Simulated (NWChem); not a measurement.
System: C10H8S; SMILES C=Cc1ccc2ccsc2c1

NWChem printed, in part:

```
             Northwest Computational Chemistry Package (NWChem) 7.3.0
             --------------------------------------------------------

                             Geometry "geometry" -> ""
                             -------------------------

 Output coordinates in angstroms (scale by  1.889725989 to convert to a.u.)

  No.       Tag          Charge          X              Y              Z
 ---- ---------------- ---------- -------------- -------------- --------------
    1 C                    6.0000     1.31827300    -3.77207600     0.00000000
    2 C                    6.0000     0.09396000    -3.20196600     0.00000000
    3 C                    6.0000    -0.23073300    -1.76739000     0.00000000
    4 C                    6.0000    -1.60085700    -1.37488700     0.00000000
    5 C                    6.0000    -1.98761700    -0.03680000     0.00000000
    6 C                    6.0000    -1.00308000     0.97870600     0.00000000
    7 C                    6.0000    -1.14647300     2.41082400     0.00000000
    8 C                    6.0000     0.06182000     3.06395200     0.00000000
    9 S                   16.0000     1.43204400     1.98090600     0.00000000
   10 C                    6.0000     0.37248700     0.58162500     0.00000000
   11 C                    6.0000     0.75982900    -0.76360500     0.00000000
   12 H                    1.0000     2.24767500    -3.18053700     0.00000000
   13 H                    1.0000     1.43115400    -4.86622400     0.00000000
   14 H                    1.0000    -0.78672700    -3.86846200     0.00000000
   15 H                    1.0000    -2.37048600    -2.16235700     0.00000000
   16 H                    1.0000    -3.05391600     0.23583100     0.00000000
   17 H                    1.0000    -2.11539500     2.92855700     0.00000000
   18 H                    1.0000     0.23974500     4.14681600     0.00000000
   19 H                    1.0000     1.82616000    -1.03222700     0.00000000

 Effective nuclear repulsion energy (a.u.)     612.7967367918

  xc_inp: hfexch multiplicative factor not found.
                              NWChem Property Module
                              ----------------------

  itol2e modified to match energy
  convergence criterion.

                                 NWChem DFT Module
                                 -----------------

 Summary of "ao basis" -> "ao basis" (spherical)
 ------------------------------------------------------------------------------
       Tag                 Description            Shells   Functions and Types
 ---------------- ------------------------------  ------  ---------------------
 C                           6-31g*                  6       14   3s2p1d
 S                           6-31g*                  8       18   4s3p1d
 H                           6-31g*                  2        2   2s

  itol2e modified to match energy
  convergence criterion.

            General Information
            -------------------
          SCF calculation type: DFT
          Wavefunction type:  closed shell.
          No. of atoms     :    19
          No. of electrons :    84
           Alpha electrons :    42
            Beta electrons :    42
          Charge           :     0
          Spin multiplicity:     1
          Use of symmetry is: off; symmetry adaption is: off
          Maximum number of iterations: 150
          AO basis - number of functions:   174
                     number of shells:    84
          Convergence on energy requested:  1.00D-07
          Convergence on density requested:  1.00D-05
          Convergence on gradient requested:  5.00D-04

              XC Information
              --------------
                     Hartree-Fock (Exact) Exchange  1.000

      Superposition of Atomic Density Guess
      -------------------------------------

 Sum of atomic energies:        -778.04408275

      Non-variational initial energy
      ------------------------------

[...]

          -----------------------
          Electric field gradient
          -----------------------

 1 a.u. = 0.324123 10**(16) esu/cm**3  ( or statvolts/cm**2 ) = 0.97174 10**(22) v/m**2

 ------------------------------------------------------------
   Atom      X         Y         Z
 ------------------------------------------------------------
    1 C    2.49117  -7.12819   0.00000
 ------------------------------------------------------------

 Electric field gradient in molecular frame (a.u.)
         XX             YY             ZZ             XY             XZ             YZ
 ------------------------------------------------------------------------------------------
        0.173699       0.114268      -0.287967      -0.047374      -0.000000       0.000000

 Principal components (a.u.) and orientation
 of principal axis w.r.t. absolute frame                      Asymmetry parameter eta
 --------------------------------------------------------------------------------------
       -0.287967       0.199906       0.088061                       0.388394

        0.000000       0.875033       0.484063
        0.000000      -0.484063       0.875033
        1.000000       0.000000       0.000000

 ------------------------------------------------------------
   Atom      X         Y         Z
 ------------------------------------------------------------
    2 C    0.17756  -6.05084   0.00000
 ------------------------------------------------------------

 Electric field gradient in molecular frame (a.u.)
         XX             YY             ZZ             XY             XZ             YZ
 ------------------------------------------------------------------------------------------
        0.212324       0.103160      -0.315484      -0.050701      -0.000000       0.000000

 Principal components (a.u.) and orientation
 of principal axis w.r.t. absolute frame                      Asymmetry parameter eta
 --------------------------------------------------------------------------------------
       -0.315484       0.232239       0.083246                       0.472268

        0.000000       0.930772       0.365600
        0.000000      -0.365600       0.930772
        1.000000       0.000000       0.000000

 ------------------------------------------------------------
   Atom      X         Y         Z
 ------------------------------------------------------------
    3 C   -0.43602  -3.33988   0.00000
 ------------------------------------------------------------

 Electric field gradient in molecular frame (a.u.)
         XX             YY             ZZ             XY             XZ             YZ
 ------------------------------------------------------------------------------------------
        0.177097       0.131158      -0.308255       0.005867      -0.000000       0.000000

 Principal components (a.u.) and orientation
 of principal axis w.r.t. absolute frame                      Asymmetry parameter eta
 --------------------------------------------------------------------------------------
       -0.308255       0.177834       0.130421                       0.153813

        0.000000       0.992192      -0.124716
        0.000000       0.124716       0.992192
        1.000000       0.000000       0.000000

 ------------------------------------------------------------
   Atom      X         Y         Z
 ------------------------------------------------------------
    4 C   -3.02518  -2.59816   0.00000
 ------------------------------------------------------------

 Electric field gradient in molecular frame (a.u.)
         XX             YY             ZZ             XY             XZ             YZ
 ------------------------------------------------------------------------------------------
        0.130325       0.165455      -0.295780      -0.036066       0.000000       0.000000

 Principal components (a.u.) and orientation
 of principal axis w.r.t. absolute frame                      Asymmetry parameter eta
 --------------------------------------------------------------------------------------
       -0.295780       0.188006       0.107774                       0.271253

        0.000000      -0.530165       0.847895
        0.000000       0.847895       0.530165
        1.000000       0.000000       0.000000

 ------------------------------------------------------------
   Atom      X         Y         Z
 ------------------------------------------------------------
    5 C   -3.75605  -0.06954   0.00000
 ------------------------------------------------------------

 Electric field gradient in molecular frame (a.u.)
         XX             YY             ZZ             XY             XZ             YZ
 ------------------------------------------------------------------------------------------
        0.113608       0.190236      -0.303844      -0.007095       0.000000      -0.000000

 Principal components (a.u.) and orientation
 of principal axis w.r.t. absolute frame                      Asymmetry parameter eta
 --------------------------------------------------------------------------------------
       -0.303844       0.190888       0.112956                       0.256485

        0.000000      -0.091419       0.995813
        0.000000       0.995813       0.091419
        1.000000       0.000000       0.000000

 ------------------------------------------------------------
   Atom      X         Y         Z
 ------------------------------------------------------------
    6 C   -1.89555   1.84949   0.00000
 ------------------------------------------------------------

 Electric field gradient in molecular frame (a.u.)
         XX             YY             ZZ             XY             XZ             YZ
 ------------------------------------------------------------------------------------------
        0.124096       0.153154      -0.277250       0.037669      -0.000000      -0.000000

[...]
```

Level: Hartree-Fock/6-31G* (spherical d). Structure relaxed at the PBE-D3(BJ)/def2-SVP level. Not confirmed as a minimum by frequencies. NWChem prints the field gradient with the sign opposite to the second derivative of the potential.

Problem. Which NWChem input produces such a log?

Solution. This is not unique; one that fits is the input that was run:
```
start job
memory heap 200 mb stack 900 mb global 1100 mb
geometry units angstroms noautosym nocenter noautoz
  C      1.318273    -3.772076     0.000000
  C      0.093960    -3.201966     0.000000
  C     -0.230733    -1.767390     0.000000
  C     -1.600857    -1.374887     0.000000
  C     -1.987617    -0.036800     0.000000
  C     -1.003080     0.978706     0.000000
  C     -1.146473     2.410824     0.000000
  C      0.061820     3.063952     0.000000
  S      1.432044     1.980906     0.000000
  C      0.372487     0.581625     0.000000
  C      0.759829    -0.763605     0.000000
  H      2.247675    -3.180537     0.000000
  H      1.431154    -4.866224     0.000000
  H     -0.786727    -3.868462     0.000000
  H     -2.370486    -2.162357     0.000000
  H     -3.053916     0.235831     0.000000
  H     -2.115395     2.928557     0.000000
  H      0.239745     4.146816     0.000000
  H      1.826160    -1.032227     0.000000
end
basis spherical
  C library 6-31g*
  S library 6-31g*
  H library 6-31g*
end
dft
  xc hfexch
  iterations 150
  semidirect filesize 400000000
end
property
  efieldgrad
end
task dft property
```
